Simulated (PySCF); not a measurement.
Molecule: trans-1,2-dimethylcyclohexane (C1[C@@H](C)[C@H](C)CCC1, C8H16).

Molfile (atoms numbered from 1):
```
C8H16
     RDKit          3D

 24 24  0  0  0  0  0  0  0  0999 V2000
    2.2500   -0.6250    0.3769 C   0  0  0  0  0  0  0  0  0  0  0  0
    0.7542   -0.3569    0.4817 C   0  0  2  0  0  0  0  0  0  0  0  0
   -0.0443   -1.5485   -0.0524 C   0  0  0  0  0  0  0  0  0  0  0  0
   -1.5495   -1.3420    0.0436 C   0  0  0  0  0  0  0  0  0  0  0  0
   -1.9694   -0.0592   -0.6614 C   0  0  0  0  0  0  0  0  0  0  0  0
   -1.1897    1.1351   -0.1290 C   0  0  0  0  0  0  0  0  0  0  0  0
    0.3261    0.9441   -0.2209 C   0  0  1  0  0  0  0  0  0  0  0  0
    1.0534    2.1735    0.3087 C   0  0  0  0  0  0  0  0  0  0  0  0
    2.5065   -1.5954    0.8297 H   0  0  0  0  0  0  0  0  0  0  0  0
    2.5689   -0.6581   -0.6785 H   0  0  0  0  0  0  0  0  0  0  0  0
    2.8505    0.1435    0.8845 H   0  0  0  0  0  0  0  0  0  0  0  0
    0.4995   -0.2405    1.5543 H   0  0  0  0  0  0  0  0  0  0  0  0
    0.2531   -2.4618    0.4897 H   0  0  0  0  0  0  0  0  0  0  0  0
    0.2361   -1.7152   -1.1096 H   0  0  0  0  0  0  0  0  0  0  0  0
   -1.8403   -1.2832    1.1081 H   0  0  0  0  0  0  0  0  0  0  0  0
   -2.0839   -2.2098   -0.3761 H   0  0  0  0  0  0  0  0  0  0  0  0
   -3.0529    0.1093   -0.5508 H   0  0  0  0  0  0  0  0  0  0  0  0
   -1.7803   -0.1620   -1.7454 H   0  0  0  0  0  0  0  0  0  0  0  0
   -1.4772    2.0527   -0.6691 H   0  0  0  0  0  0  0  0  0  0  0  0
   -1.4594    1.3062    0.9302 H   0  0  0  0  0  0  0  0  0  0  0  0
    0.5817    0.8281   -1.2933 H   0  0  0  0  0  0  0  0  0  0  0  0
    2.1373    2.1293    0.1301 H   0  0  0  0  0  0  0  0  0  0  0  0
    0.6772    3.0889   -0.1741 H   0  0  0  0  0  0  0  0  0  0  0  0
    0.8962    2.2840    1.3949 H   0  0  0  0  0  0  0  0  0  0  0  0
  1  2  1  0
  2  3  1  0
  3  4  1  0
  4  5  1  0
  5  6  1  0
  6  7  1  0
  7  8  1  0
  7  2  1  0
  1  9  1  0
  1 10  1  0
  1 11  1  0
  2 12  1  1
  3 13  1  0
  3 14  1  0
  4 15  1  0
  4 16  1  0
  5 17  1  0
  5 18  1  0
  6 19  1  0
  6 20  1  0
  7 21  1  6
  8 22  1  0
  8 23  1  0
  8 24  1  0
M  END
```

Geometry PBE0-D3(BJ)/def2-SVP throughout; GIAO in PySCF, gas phase, one conformer, non-relativistic; equivalent atoms averaged; functional PBE0.

Q: How do the absolute shieldings σ depend on the basis set? (a selection of nuclei; ppm; last column core-seconds on shared hosts with different chips, so compare them loosely)

A: 
| basis set | functions | C2/C7 | C3/C6 | C4/C5 | C1/C8 | H16/H17 | H9/H10/H11/H22/H23/H24 | H15/H18 | H14/H20 | H12/H21 | core-s |
| --- | --- | --- | --- | --- | --- | --- | --- | --- | --- | --- | --- |
| STO-3G | 56 | 200.9 | 204.4 | 208.1 | 212.2 | 31.68 | 31.91 | 31.96 | 32.04 | 32.14 | 7.8 |
| pcSseg-0 | 104 | 155.5 | 156.9 | 165.9 | 169.3 | 31.38 | 31.82 | 31.65 | 32.00 | 32.34 | 16 |
| 6-31G | 104 | 161.0 | 163.9 | 172.1 | 177.2 | 30.96 | 31.51 | 31.12 | 31.35 | 31.42 | 16 |
| 6-31G* | 144 | 157.0 | 159.6 | 167.4 | 172.8 | 30.33 | 31.01 | 30.56 | 30.83 | 30.79 | 23 |
| cc-pVDZ | 192 | 155.3 | 159.2 | 167.4 | 174.7 | 29.73 | 30.45 | 30.13 | 30.43 | 30.57 | 49 |
| def2-SVP | 192 | 155.6 | 158.5 | 167.0 | 172.5 | 29.90 | 30.54 | 30.28 | 30.58 | 30.71 | 44 |
| pcSseg-1 | 216 | 143.9 | 146.8 | 155.2 | 162.5 | 29.69 | 30.36 | 30.08 | 30.45 | 30.68 | 39 |
| 6-311+G(2d,p) | 312 | 145.0 | 148.8 | 157.3 | 165.6 | 29.85 | 30.67 | 30.30 | 30.64 | 30.72 | 76 |
| aug-cc-pVDZ | 328 | 152.9 | 157.7 | 165.9 | 174.4 | 29.66 | 30.47 | 30.09 | 30.45 | 30.54 | 120 |

Q: Which nucleus among those listed moves most, in ppm?

A: C3/C6 (sp3 CH2 in a ring): from 146.8 ppm with pcSseg-1 to 204.4 ppm with STO-3G. The smallest spread is 1.56 ppm, at H9/H10/H11/H22/H23/H24. Proton shifts span only some 12 ppm, so a few tenths of a ppm matter as much there as several ppm in carbon.

Q: Taking the largest basis, aug-cc-pVDZ (328 functions), as the yardstick, rank the others by their worst heavy-atom deviation.

A: cc-pVDZ 2.4 ppm (192 functions), def2-SVP 2.7 ppm (192 functions), 6-31G* 4.1 ppm (144 functions), pcSseg-0 5.1 ppm (104 functions), 6-31G 8.1 ppm (104 functions), 6-311+G(2d,p) 8.9 ppm (312 functions), pcSseg-1 12.0 ppm (216 functions), STO-3G 48.0 ppm (56 functions).

A small basis that lands close on one nucleus may do so by chance; judge by the trend and by all nuclei.
